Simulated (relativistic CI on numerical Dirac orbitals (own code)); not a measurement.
## Radial parameters of Gd⁴⁴⁺

Calculated at this level of theory: Dirac-Coulomb-Breit CI, separate exchange-only KLI orbitals for each configuration, model QED (radiative potential, 1s self-energy scaled to tabulated hydrogen-like ionisation energies), unscaled Slater integrals (own radial code, finite nucleus).

Slater integrals F^k, G^k are unscaled and averaged over j, outside the closed core [Ne]; ζ comes from projecting the Hamiltonian with its Breit term on Σ l·s of the shell.

- 3s2 3p6 3d2: F^2(3d,3d) = 515130, F^4(3d,3d) = 333080, ζ(3d) = 122130 cm⁻¹; <r>(3d) = 0.1989, <r^2>(3d) = 0.04576 (bohr units).
- 3s2 3p5 3d3: ζ(3p) = 898270, F^2(3d,3d) = 514280, F^4(3d,3d) = 332510, F^2(3p,3d) = 442550, G^1(3p,3d) = 467450, G^3(3p,3d) = 313470, ζ(3d) = 120970 cm⁻¹; <r>(3p) = 0.2239, <r^2>(3p) = 0.05797, <r>(3d) = 0.1992, <r^2>(3d) = 0.04589 (bohr units).
- 3s 3p6 3d3: F^2(3d,3d) = 513940, F^4(3d,3d) = 332280, G^2(3s,3d) = 354580, ζ(3d) = 121560 cm⁻¹; <r>(3s) = 0.2288, <r^2>(3s) = 0.05977, <r>(3d) = 0.1993, <r^2>(3d) = 0.04595 (bohr units).

Question: Give the Racah parameters of the d shell in 3s2 3p6 3d2.

Answer: B = F²/49 − 5F⁴/441 = 6736 cm⁻¹ and C = 35F⁴/441 = 26435 cm⁻¹.

Averages of the first 10 configurations, taken without configuration mixing, which lowers the lowest level and can move excited configurations by several eV; other configurations of the list can lie among them:

```json
{"Configuration": "3s2 3p6 3d2", "Parity": "even", "States": "45", "Average energy above the lowest level (eV)": "51.0"}
{"Configuration": "3s2 3p5 3d3", "Parity": "odd", "States": "720", "Average energy above the lowest level (eV)": "366.0"}
{"Configuration": "3s 3p6 3d3", "Parity": "even", "States": "240", "Average energy above the lowest level (eV)": "655.9"}
{"Configuration": "3s2 3p6 3d 4s", "Parity": "even", "States": "20", "Average energy above the lowest level (eV)": "1458.4"}
{"Configuration": "3s2 3p6 3d 4p", "Parity": "odd", "States": "60", "Average energy above the lowest level (eV)": "1567.5"}
{"Configuration": "3s2 3p6 3d 4d", "Parity": "even", "States": "100", "Average energy above the lowest level (eV)": "1694.4"}
{"Configuration": "3s2 3p5 3d2 4s", "Parity": "odd", "States": "540", "Average energy above the lowest level (eV)": "1764.4"}
{"Configuration": "3s2 3p6 3d 4f", "Parity": "odd", "States": "140", "Average energy above the lowest level (eV)": "1793.3"}
{"Configuration": "3s2 3p5 3d2 4p", "Parity": "even", "States": "1620", "Average energy above the lowest level (eV)": "1873.8"}
{"Configuration": "3s2 3p5 3d2 4d", "Parity": "odd", "States": "2700", "Average energy above the lowest level (eV)": "2000.1"}
```
